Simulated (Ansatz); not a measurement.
Species: BClI$_{2}$, SMILES `ClB(I)I` (charge 0, multiplicity 1).

Question: Give a relaxed geometry from PBE0-D3(BJ)/def2-TZVP run with Ansatz (a program for electronic structure).

Answer: the end point of this relaxation (outside a Z-matrix the atoms follow the SMILES, hydrogens last).
Cartesian coordinates (Å) in one orientation:
```xyz
4

Cl    -0.096     1.823     0.004
B     -0.005     0.094     0.000
I     -1.780    -1.056    -0.013
I      1.881    -0.862     0.008
```
